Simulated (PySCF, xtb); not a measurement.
In(H)(SH)2 (H3InS2), SMILES [SH][InH][SH]. Other conformers were not sampled.

Harmonic wavenumbers (cm⁻¹) from GFN2-xTB in xtb at its own minimum, in rising order: 73, 132, 150, 279, 300, 340, 408, 561, 592, 1416, 2386, 2390.

Task: What does B3LYP-D3(BJ)/def2-SVP in PySCF 2.14.0 give at its own minimum? (Estimate from the structure and the level; the computed values follow.)

Result: 86, 206, 230, 332, 351, 381, 454, 657, 689, 1789, 2665, 2666. Paired by order, the mean absolute difference is 123 cm⁻¹ and the zero-point energies are 12.9 and 15.0 kcal/mol.
